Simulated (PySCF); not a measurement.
**Computed data sheet: `C#[C][Ga@H-]1[O]C=CC=[O+]1`**

Compound: C5H5GaO2.
SMILES with atom numbers: `[CH:1]#[C:2][Ga@H-:3]1[O:4][CH:5]=[CH:6][CH:7]=[O+:8]1` (hydrogens: H9 on C1; H10 on Ga3; H11 on C5; H12 on C6; H13 on C7)

Among its groups: alkyne and C=C double bond.

From PBE0-D3(BJ)/def2-SVP geometry optimisation, gas phase (PySCF):

* Point group: Cs
* Rotational constants A, B, C: 2.537, 1.138, 1.091 GHz

**CAM-B3LYP/def2-SVPD ground state and vertical TDDFT (core frozen in the response) (PySCF)**

- Dipole moment: 3.26 D
- HOMO energy: -8.82 eV
- LUMO energy: -1.20 eV
- HOMO–LUMO gap: 7.62 eV
- Lowest singlet excitation: 4.59 eV (270 nm, f = 0.001)
- Strongest line among the 6 lowest singlet transitions: S2 at 4.67 eV (265 nm, f = 0.149)
- Static isotropic polarisability: 88.6 au
- Electronic spatial extent ⟨r²⟩ about the centre of nuclear charge: 1200 bohr²

Monoisotopic mass from the formula: 165.9545 u.

The dipole matches unit charges of opposite sign 0.68 Å apart (1 e·Å = 4.8032 D). The polarisability is 13.13 Å³ as a volume (1 au = 0.148185 Å³), or 1.08 au for each of the 82 electrons. The 6 singlets span 4.59 to 6.20 eV, and their oscillator strengths add up to 0.16. No computed singlet falls in the visible range (750 to 380 nm, 1.65 to 3.26 eV); S1 lies 1.33 eV above its blue end. The largest Löwdin shares of the LUMO are 0.25 on C5, 0.25 on C7, 0.15 on O4 and 0.15 on O8. The principal polarisabilities are 78.7, 85.9 and 101.2 au; their mean is the isotropic value.

 Relativistic effects, spin–orbit coupling among them, are left out although an element past zinc is present.

For the geometry optimisation (PBE0-D3(BJ)/def2-SVP), rough CPU time on one thread of a shared machine: about 4 min.
